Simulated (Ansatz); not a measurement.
Stepwise reaction of `NB(N)O` with hydrogen, as a gas-phase model of exchange steps in deposition or etching. ΔE in kJ/mol; ΔG adds harmonic PBE0-D4 terms to CCSD(T)/CBS, at 1 bar.

Gas-phase electronic energies from Ansatz, PBE0-D4/def2-TZVP geometries. CCSD(T)/CBS adds triple-zeta CCSD(T) − MP2 to the extrapolated MP2 energy (def2 sets, frozen cores). This one scheme is used for every species. Functionals use def2-TZVPP. B3LYP here is the variant with VWN-RPA as its local correlation; programs differ in this. Each species was taken in one conformer, which may not be the lowest.

| step | reaction | PBE-D4 | B3LYP-D4 | ωB97M-V | CCSD(T)/CBS | ΔG(400 K) |
| --- | --- | --- | --- | --- | --- | --- |
| 1 | `NB(N)O` + H₂ → `NBO` + NH₃ | 47.4 | 49.8 | 50.4 | 49.6 | 60.1 |

Q: Give the row of step 2, `NBO` + H₂ → `BO` + NH₃. (Estimate.)

A: Computed: 
| step | reaction | PBE-D4 | B3LYP-D4 | ωB97M-V | CCSD(T)/CBS | ΔG(400 K) |
| --- | --- | --- | --- | --- | --- | --- |
| 2 | `NBO` + H₂ → `BO` + NH₃ | 101.7 | 99.9 | 99.6 | 96.3 | 96.0 |

Q: By hand: ΔE of the 2 steps together at CCSD(T)/CBS.

A: (49.6) + (96.3) = 145.9 kJ/mol, or 73.0 kJ/mol a step.

In ΔE each step is higher than the one before. All are uphill at CCSD(T)/CBS. ΔG lies between 60.1 and 96.0 kJ/mol a step. PBE-D4 differs from CCSD(T)/CBS by -2.2 to 5.4 kJ/mol a step. Isolated molecules leave out the surface, adducts and barriers. Largest T1 diagnostic: 0.014.
